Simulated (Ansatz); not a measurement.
Abridged output of a molecular run in Ansatz:

```
Functional definition: HF
1771 factors; integrals over basis functions are off by at most 1.0e-3 eV
mean field evaluation 1: about -13857.5106 eV, gradient 4.8e1 eV
mean field evaluation 2: about -13857.8043 eV, gradient 4.9e1 eV
mean field evaluation 4: about -13862.9526 eV, gradient 5.4e0 eV
mean field evaluation 8: about -13863.0515 eV, gradient 5.0e-1 eV
mean field -13863.05237385 eV, -509.4577780244 hartree, gradient 1.4e-6 eV, S^2 0.000000; 0 other end points of the search recorded, 0 dependent functions left out
10 core orbitals not correlated: weight in the atoms' cores, before any rotation towards them, 1.000 or more for the frozen orbitals, at most 0.000 for the correlated occupied ones
reference -13863.05237385 eV, -509.4577780244 hartree; 17, 17 occupied and 268, 268 virtual orbitals, 1771 factors
second order -28.57450703 eV of doubles, -0.00000000 eV of singles
cycle   1  -28.71472948 eV  change   -1.4e-1 eV  update   1.3e-1
cycle   2  -29.44686284 eV  change   -7.3e-1 eV  update   3.9e-2
cycle   3  -29.63196902 eV  change   -1.9e-1 eV  update   2.1e-2
cycle   4  -29.61291020 eV  change    1.9e-2 eV  update   5.3e-3
cycle   5  -29.61106561 eV  change    1.8e-3 eV  update   2.4e-3
cycle   6  -29.61171438 eV  change   -6.5e-4 eV  update   7.0e-4
cycle   7  -29.61122769 eV  change    4.9e-4 eV  update   2.4e-4
cycle   8  -29.61114874 eV  change    7.9e-5 eV  update   6.9e-5
cycle   9  -29.61117563 eV  change   -2.7e-5 eV  update   2.5e-5
perturbative correction -1.21579499 eV, -0.0446796417 hartree
Total energy: -13893.87934446 eV, -510.5906482993 hartree
```

Its atoms:

Cartesian coordinates in Å:
```
C -0.512 -1.654 0.228
C 0.736 -0.996 0.816
Al 1.026 0.864 0.294
C -0.472 1.810 -0.532
O 0.268 1.327 -1.433
O -1.539 2.481 -0.866
H -0.493 -1.649 -0.865
H -0.618 -2.696 0.544
H -1.423 -1.131 0.532
H 0.707 -1.039 1.912
H 1.632 -1.568 0.540
H 2.286 1.745 0.669
H -1.599 2.507 -1.840
```

**Question.** Which basis set was used?
A. def2-SVPD
B. cc-pV(Q+d)Z
C. def2-TZVPP
D. def2-SVP

**Answer.** C. It gives 295 functions.

**Question.** Write the keys of the input that set method, charge and spin (a neutral closed shell needs none for the last two).

**Answer.** 
```yaml
correlation: {method: ccsd_t}
```
